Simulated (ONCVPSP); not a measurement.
PBEsol ONCV dataset for arsenic (As), scalar-relativistic all-electron reference.

| Property | Result |
| --- | --- |
| Element | arsenic |
| Generator | ONCVPSP 4.0.1 |
| Type | optimised norm-conserving Vanderbilt (ONCV) |
| Functional | PBEsol |
| Relativity | scalar-relativistic |
| Frozen core | [Ar] |
| Valence charge | 15 |
| Reference configuration | 3d10 4s2 4p3 |
| Partial waves | 4s: rc 1.45 bohr, ncon 4, nbas 7, qcut 5.7 1/bohr, 2 projectors, debl 4 Ha; 4p: rc 1.90 bohr, ncon 4, nbas 7, qcut 4.5 1/bohr, 2 projectors, debl 3.2 Ha; 3d: rc 0.85 bohr, ncon 4, nbas 8, qcut 17.3 1/bohr, 3 projectors, debl 3.6 Ha |
| Local potential | polynomial inside 0.55 bohr (lpopt 5, dvloc0 0 Ha) |
| Core correction | Teter function, fcfact 3.5, rcfact 1.65 |

All-electron outer shells of the reference configuration (PBEsol, scalar-relativistic, ld1.x):

| shell | level (eV) | outermost node (bohr) | outermost maximum (bohr) |
| --- | --- | --- | --- |
| 3s | -189.91 | 0.25 | 0.52 |
| 3p | -133.47 | 0.22 | 0.52 |
| 3d | -40.64 | – | 0.47 |
| 4s | -14.50 | 0.73 | 1.61 |
| 4p | -5.20 | 0.78 | 1.97 |

(1) Estimate the cutoffs (Ha) at which the residual kinetic energy of the hardest occupied pseudo-wave falls to 1 and 0.1 mHa per electron.

(2) What does a ghost test show?

(3) Which valence shell sets the plane-wave cutoff?

(4) Tests: 3d10 4s2 4p2; 3d10 4s2 4p1; 3d10 4s2 4p0; 3d10 4s2 4p2.5. Which has the largest error in its energy relative to the reference configuration, and how large is it?

Results:

(1) 129 Ha and 143 Ha.

(2) Ghosts flagged at negative energy: s at -144.8 eV, p at -42.6 eV; GHOST(+) flagged for s at 460.5 eV. A true bound ghost makes a file unfit for plane-wave use.

(3) 3d: 129 Ha for 1 mHa per electron, against 10 Ha for 4s.

(4) 3d10 4s2 4p0, with -19 meV (all-electron minus pseudo) on +54.82 eV.
